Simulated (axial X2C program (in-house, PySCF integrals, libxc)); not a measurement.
**Worked dissociation energy of SrSn: CCSD(T), scalar-relativistic**

Computed with an in-house relativistic program for diatomic molecules. Spin-free means the one-electron spin-free X2C Hamiltonian. Basis: Sn dyall-cv3z [11s12p9d4f1g], Sr dyall-cv3z [13s12p8d5f1g] (cores contracted in-house); Gaussian nuclei, density fitting, unrestricted open shells. Masses: Sn 119.902 u, Sr 87.906 u.

Molecular state: M_S = 1, Λ = 0 (beyond evenly filled blocks: π+α, π-α).

Correlated methods: 6 electrons correlated (number of frozen shells: Sn 4 s, 3 p, 2 d; Sr 4 s, 3 p, 1 d), 324 virtual spin orbitals or spinors in MP2, 81 natural virtuals in coupled cluster.

```
E(Sn) (2M_S = 2, M_L = 0) : -6173.891558 hartree
E(Sr) (2M_S = 0, M_L = 0) : -3177.380928 hartree
E(SrSn) at Re             : -9351.314959 hartree
ωe                        : 128.8 cm⁻¹
ωexe                      : 0.216 cm⁻¹
```

(1) Work out De and D0.

The state is a single determinant with fixed occupations, the lowest that a limited PBE0 search found. Dissociation energies refer to the lowest single-determinant-based atoms at the same level and basis. CCSD and (T) use frozen natural virtuals with an MP2 correction for the truncation; (T) itself is uncorrected, so its De runs slightly low. Other states lie close and PBE0, whose exact exchange favours high spin, may order them wrongly; the determinant shown need not be the ground state. The nearest other spin-free determinant of the search, M_S = 2, Λ = 0, lies 0.45 eV up at the distance of the search. The outer-core s and p shells of the metal are frozen in the correlated rows, which leaves out core–valence correlation; for alkali and alkaline-earth bonds that tends to lengthen them. The determinant is spin-polarised beyond a pure state at some levels (its spin-free form has ⟨S²⟩ too high), which makes Re and μ there less reliable. With the outer-core shells frozen, correlated bond lengths of heavy atoms tend to come out a few hundredths of an ångström too long. Spin-free De lacks the spin–orbit lowering of the heavy p-block atom, a tenth of an eV or more for 4p and 5p, up to an eV for 6p and one to two eV for 7p atoms, less what an open-shell molecule gains itself.

Each atomic determinant is the lowest at this level and need not be a pure term. Totals compare only within one Hamiltonian and basis.

Results:

(1) De = -6173.891558 + (-3177.380928) − (-9351.314959) = 0.04247 hartree = 1.156 eV. The zero-point energy is ωe/2 − ωexe/4 = 64 cm⁻¹ = 0.008 eV, so D0 = 1.148 eV.
